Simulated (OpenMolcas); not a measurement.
An atom or ion with 30 electrons was computed by SS-RASPT2, IPEA 0.25 Eh, imaginary shift 0.1 Eh with spin-orbit coupling (OpenMolcas, ANO-RCC-VQZP, DKH2). The lowest levels that the run gave, each within 12 % of the measured value where one is at hand:

```csv
J,Parity,E (cm⁻¹),g
0,even,0.0,
0,odd,115532,
1,odd,117989,1.499
2,odd,123670,1.501
1,odd,171872,1.002
0,even,274312,
2,even,277787,1.137
1,even,278122,1.501
2,even,285556,1.365
```

Problem. Which ion is it, and what are the configurations and terms?

Solution. Kr⁶⁺ (Z = 36, charge +6; active space 2 electrons in 9 orbitals (RAS2 4s 4p; RAS3 4d, at most 2 electrons)). J, parity and g give the terms where levels are pure, and mixed ones are named by the computed weights; the size of the splittings, set against known spectra of the 30-electron sequence, gives the charge. In order, with the measured energies in cm⁻¹ (Saloman, J. Phys. Chem. Ref. Data 36, 215 (2007)): 4s² ¹S₀, 4s 4p ³P°₀ (117390), 4s 4p ³P°₁ (120095), 4s 4p ³P°₂ (126553), 4s 4p ¹P°₁ (170835), 4p² ³P₀ (274932), 4p² ¹D₂ [73 %] (279715), 4p² ³P₁ (279414), 4p² ³P₂ [73 %] (288190).

Active for correlation alone: 4d; no level in the range computed is led by a configuration that fills it, so any true level of that kind is missing. Some terms mix strongly with configurations of 4d, whose occupation reaches 0.16 (4p² ¹D). Measured partners are found by configuration, term and J. A level has none where our copy of the source lacks it or the pairing is in doubt (some pairs that miss far off the trend of their configuration count as doubtful), and it then counts in no deviation. Levels of configurations outside the active space are missing.

A share in square brackets marks a mixed level and gives the weight of the term that names it. ° marks odd parity.
